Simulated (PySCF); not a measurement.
Spectrum to structure. Theory: TDDFT CAM-B3LYP/def2-SVPD, vertical, gas phase, core orbitals frozen in the response in PySCF. Geometries: GFN2-xTB, one conformer each.

| state | ν̃ (cm⁻¹) | f | main configurations (H = HOMO, L = LUMO) |
| --- | --- | --- | --- |
| S1 | 47160 | 0.0078 | H-1→L (96%) |
| S2 | 50380 | 0.096 | H→L (93%) |
| S3 | 57030 | 0.196 | H-2→L (88%) |
| S4 | 57630 | 0.012 | H→L+1 (77%), H→L+2 (16%) |
| S5 | 59810 | 0.0092 | H→L+3 (41%), H→L+2 (30%), H→L+1 (12%) |
| S6 | 62310 | 0.0028 | H-2→L+1 (31%), H-1→L+5 (29%), H-4→L (24%) |
| S7 | 62520 | 0.0000 | H-2→L+1 (44%), H-1→L+5 (20%), H-4→L (14%) |
| S8 | 63310 | 0.0028 | H-4→L (54%), H-1→L+5 (37%) |

Question: Which structure fits?
A. `Cc1cpc(F)pc1`
B. `FC1=CN(C2CC2)N=N1`
C. `C=N/C=C\C(F)=C(F)F`

Answer: B. Its S1, at 5.85 eV, is the highest among the candidates; the nearest of the others has S1 at 4.11 eV. S1 is HOMO-1→LUMO (96%). Löwdin shares by element: HOMO carbon 36% or more, nitrogen 31% or more (atoms not listed hold the other 33%); LUMO nitrogen 62%, carbon 17% or more (atoms not listed hold the other 22%). At the same level the other candidates give, for their lowest levels:
- `C=N/C=C\C(F)=C(F)F`: 4.01 eV (f 0.062); 5.22 eV (f 0.485); 5.65 eV (f 0.108); 6.04 eV (f 0.040); 6.51 eV (f 0.021); T1 2.79 eV; HOMO -7.46, LUMO -0.22 eV
- `Cc1cpc(F)pc1`: 4.11 eV (f 0.009); 4.45 eV (f 0.020); 4.73 eV (f 0.021); 4.85 eV (f 0.000); 5.32 eV (f 0.266); T1 2.86 eV; HOMO -8.50, LUMO -1.22 eV

Conformer computed: `[F:1][c:2]1[cH:3][n:4]([CH:5]2[CH2:6][CH2:7]2)[n:8][n:9]1`: C3–N4–C5–C6 145°.
Triplets come from the Tamm–Dancoff approximation.
